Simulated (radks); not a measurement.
Initial-state core-level shifts of neutral silicon when its valence configuration changes from [Ne] 3s2 3p2. All-electron calculation, non-relativistic Kohn-Sham, PBEsol, spin-unpolarised, spherical densities, point nucleus. Program: a radial shooting solver on a logarithmic mesh with Libxc functionals. Shifts are changes of the shell-averaged eigenvalues in eV (positive: less bound); the change of the density at the nucleus, which sets a Mossbauer isomer shift, is in e/bohr^3, on a base of 1763.

valence	1s	2s	2p	density at nucleus
3p4	-3.240	-3.163	-3.137	-8.8199
3s1 3p3	-1.679	-1.636	-1.623	-4.2562
3s1.5 3p2.5	-0.856	-0.833	-0.827	-2.0868
3s0.5 3p3.5	-2.473	-2.411	-2.392	-6.5022
